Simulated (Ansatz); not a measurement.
Consider the β-hydride elimination: `C[NH][Al]([F])[F]` → `[F][AlH][F]` + `C=N`.

Program: Ansatz. Geometries: PBE0-D4/def2-TZVP. ΔE: electronic, gas phase. CCSD(T)/CBS is frozen-core, at the limit of the def2 triple- and quadruple-zeta sets. Functionals use def2-TZVPP. Each species was taken in one conformer, which may not be the lowest.

```tsv
level	ΔE (kJ/mol)	difference from CCSD(T)/CBS
r2SCAN-D4	219.9	7.9
B97M-V	200.8	-11.2
ωB97M-V	210.3	-1.7
r2SCAN	218.0	6.0
PBE0	216.3	4.3
r2SCANh	221.7	9.7
MP2/def2-TZVPP	218.4	6.4
MP2/CBS(def2)	223.7	11.7
HF/cc-pV(D+d)Z	187.1	-24.9
CCSD/cc-pV(D+d)Z	193.1	-18.9
CCSD(T)/cc-pV(D+d)Z	190.1	-21.9
HF/cc-pV(T+d)Z	191.5	-20.5
MP2/cc-pV(T+d)Z	221.1	9.1
MP2/cc-pV(Q+d)Z	221.9	9.9
HF/CBS(cc)	188.9	-23.1
CCSD/CBS(cc)	212.4	0.4
CCSD(T)/CBS	212.0	0
```

(1) What do rigid-rotor, harmonic-oscillator terms from PBE0-D4/def2-TZVP frequencies (298.15 K, 1 bar) make of the CCSD(T)/CBS value? (An estimate is asked.)

Largest T1 diagnostic among the species: 0.013.

Answers

(1) Ansatz gave: ΔZPE = -21.3 kJ/mol, ΔH = +193.1 kJ/mol, ΔS = 152 J/(mol·K), ΔG = +147.8 kJ/mol.

Leaving LDA and LC-ωPBE aside and taking each functional with its dispersion term where it has one, the values, not all of them listed here, spread over 39.1 kJ/mol, from BLYP-D4 to r2SCAN0-D4. LDA lies +46.4 kJ/mol from PBE without D4. From r2SCAN to r2SCAN0 (25 % exact exchange), in def2-TZVPP and without D4, ΔE moves by +9.1 kJ/mol.
